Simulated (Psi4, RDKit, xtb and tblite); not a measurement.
Conformational energy of SMILES O=C[SiH2][CH2][GeH3] (C2H8GeOSi), singlet. Scanned: dihedral O1–C2–Si3–C4 and dihedral C2–Si3–C4–Ge5; all other coordinates were relaxed at GFN2-xTB. Points at φ and −φ are mirror images. Heavy atoms are numbered in the order of the SMILES O=C[SiH2][CH2][GeH3], hydrogens after them in the order of the atoms that carry them; the mirror image has the same energies with the sign of each dihedral reversed.

- GFN2-xTB (xtb and tblite)
- PBE/def2-SVP // GFN2-xTB (Psi4)
- PBE-D3(BJ)/def2-SVP // GFN2-xTB (Psi4)
- UFF // GFN2-xTB (RDKit)

Energies in kJ/mol at chosen points (x: dihedral O1–C2–Si3–C4 (°); y: dihedral C2–Si3–C4–Ge5 (°)), relative to x = -60, y = 180:

| method | (0, 60) | (30, 60) | (180, -60) | (-150, -60) | (0, -90) | (0, -150) | (-30, -120) |
|---|---|---|---|---|---|---|---|
| GFN2-xTB | -9.5 | -3.4 | -2.6 | -3.8 | -2.0 | -0.6 | 2.4 |
| PBE/def2-SVP | 0.2 | -0.2 | 4.2 | 4.7 | -2.3 | -2.6 | 0.8 |
| PBE-D3(BJ)/def2-SVP | -1.9 | -1.9 | 3.0 | 3.5 | -3.3 | -2.7 | 0.7 |
| UFF | 11.2 | 5.8 | 3.0 | 8.7 | 10.4 | 11.0 | 14.5 |
